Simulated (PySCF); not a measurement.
Al(Cl)2(SeH) (AlCl2HSe), SMILES [Cl][Al]([Cl])[SeH]. Atoms are numbered in the order given.

```xyz
5

Al    -0.0002     0.5447     0.0000
Cl     1.8195     1.5823     0.0000
Cl    -1.8020     1.6172     0.0000
Se     0.0338    -1.7547     0.0000
H     -1.4421    -1.8144     0.0000
```

Geometry: B3LYP-D3(BJ)/def2-SVP. The structure was generated by enumeration; whether it is a known compound was not checked. Other conformers were not sampled.

Two levels are set side by side: PBE/pcSseg-1 (PySCF) and HF/pcSseg-1 (PySCF). GIAO shifts against HCl (³⁵Cl), Me2Se (⁷⁷Se), TMS (¹H) at the same level; non-relativistic, no solvent, atoms listed together averaged. Without spin–orbit terms, shifts of atoms bonded to Cl or Br come out too high at both levels. Differences are taken from unrounded values.

```csv
quantity,HF
δ(⁷⁷Se) of Se4 (ppm),-351.3
δ(¹H) of H5 (ppm),1.36
```

What does PBE give, and how far is it from HF? (Estimate from the structure and the level; the computed values follow.)


```csv
quantity,PBE,PBE minus HF
δ(⁷⁷Se) of Se4 (ppm),-434.9,-83.5
δ(¹H) of H5 (ppm),1.24,-0.12
```

Rough cost on one machine, each run with all the roots and properties that it gave: HF against PBE within a factor of 2.
